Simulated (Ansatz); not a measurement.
Reactions of C₃H₇In, SMILES `C=[C](C)[InH2]`.

Calculated with Ansatz (gas phase, PBE0-D4/def2-TZVP geometries, no zero-point term in ΔE). CCSD(T)/CBS adds triple-zeta CCSD(T) − MP2 to the extrapolated MP2 energy (def2 sets, frozen cores). This one scheme is used for every species, atoms too. For atomizations the MP2-based limit and the directly extrapolated one differ by several kJ/mol either way, and by 10 to 25 for some Ge, Se and Sn compounds, so smaller differences from it don't rank the levels. DFT in def2-TZVPP. No spin–orbit coupling; open shells (•) take unrestricted orbitals. Spin–orbit coupling would lower the free atoms: a little for C; strongly for In. Elements past krypton have def2 core potentials. For In outer-core shells are correlated without core-valence functions, so the limit isn't a true one: a few kJ/mol of doubt a bond, and 10 to 20 or more in all where bonds break to atoms. Each species was taken in one conformer, which may not be the lowest.

```json
{"reaction": "`C=[C](C)[InH2]` + HCl → `C=C(C)Cl` + `[InH3]`", "ωB97X-V (eV)": "0.22", "CCSD(T)/CBS(def2) (eV)": "0.37"}
{"reaction": "`C=[C](C)[InH2]` → `C=[CH][InH][CH3]`", "ωB97X-V (eV)": "-0.13", "CCSD(T)/CBS(def2) (eV)": "-0.20"}
{"reaction": "`C=[C](C)[InH2]` + `OBF` → `FB[O][InH2]` + `C=CC`", "ωB97X-V (eV)": "-0.88", "CCSD(T)/CBS(def2) (eV)": "-0.88"}
{"reaction": "`C=[C](C)[InH2]` + H–F → `C=[C](F)[InH2]` + CH₄", "ωB97X-V (eV)": "0.16", "CCSD(T)/CBS(def2) (eV)": "0.37"}
{"reaction": "`C=[C](C)[InH2]` + `NCN[SiH3]` → `CN([SiH3])CN` + `C=[CH][InH2]`", "ωB97X-V (eV)": "0.34", "CCSD(T)/CBS(def2) (eV)": "0.38"}
{"reaction": "`C=[C](C)[InH2]` → 3 C• + 7 H• + In•", "ωB97X-V (eV)": "39.89", "CCSD(T)/CBS(def2) (eV)": "39.83"}
{"reaction": "`C=[C](C)[InH2]` + `CNC` → `C[N](C)[InH2]` + `C=CC`", "ωB97X-V (eV)": "-0.40", "CCSD(T)/CBS(def2) (eV)": "-0.46"}
{"reaction": "`C=[C](C)[InH2]` + `CCCCC` → `C=C(C)C(CC)CC` + `[InH3]`", "ωB97X-V (eV)": "-0.02", "CCSD(T)/CBS(def2) (eV)": "0.07"}
{"reaction": "`C=[C](C)[InH2]` + CH₃SH → `C[S][InH2]` + `C=CC`", "ωB97X-V (eV)": "-1.16", "CCSD(T)/CBS(def2) (eV)": "-1.17"}
{"reaction": "`C=[C](C)[InH2]` + `C=CC=N` → `C=C/C=[N]\\[InH2]` + `C=CC`", "ωB97X-V (eV)": "-0.39", "CCSD(T)/CBS(def2) (eV)": "-0.41"}
```

Largest T1 diagnostic: 0.017, for `C=C/C=[N]\[InH2]`.
